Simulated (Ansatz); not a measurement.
Start from `[CH3][Mo](=[NH])(=[NH])[F]` and change one atom or group to get `[NH]=[Mo](=[NH])([F])[F]`.

Ansatz, PBE0-D4/def2-TZVP geometries, multiplicity 1. Each molecule was computed in one conformer, which needn't be the lowest.

Elements past krypton have def2 core potentials.

| property | `[CH3][Mo](=[NH])(=[NH])[F]` |
| --- | --- |
| HOMO energy (PBE/def2-TZVPP) / eV | -6.72 |
| size of the dipole moment (ωB97M-V/def2-TZVPP) / D | 2.48 |
| HOMO–LUMO gap (B3LYP/def2-TZVPP) / eV | 5.69 |
| HOMO–LUMO gap (ωB97M-V/def2-TZVPP) / eV | 10.52 |
| LUMO energy (B3LYP/def2-TZVPP) / eV | -2.16 |
| HOMO–LUMO gap (PBE0/def2-TZVPP) / eV | 6.17 |

(1) What does the change do to each property? (An estimate is asked.)

## Answers

(1) Computed: 
```
                                          property  `[NH]=[Mo](=[NH])([F])[F]`  shift
                 HOMO energy (PBE/def2-TZVPP) / eV                       -7.09  -0.37
size of the dipole moment (ωB97M-V/def2-TZVPP) / D                        3.09   0.61
             HOMO–LUMO gap (B3LYP/def2-TZVPP) / eV                        5.92   0.23
           HOMO–LUMO gap (ωB97M-V/def2-TZVPP) / eV                       10.76   0.24
               LUMO energy (B3LYP/def2-TZVPP) / eV                       -2.35  -0.19
              HOMO–LUMO gap (PBE0/def2-TZVPP) / eV                        6.40   0.23
```

With PBE0 the HOMO falls by 0.42 eV and the LUMO falls by 0.18 eV, so the gap widens by about 0.24 eV. PBE moves the HOMO by -0.37 eV and ωB97M-V by -0.40 eV. The zero-point energy changes by -87.7 kJ/mol with -9 modes. Dipoles are sizes alone; their direction can turn.

B3LYP here is the variant with VWN-RPA as its local correlation; programs differ in this.
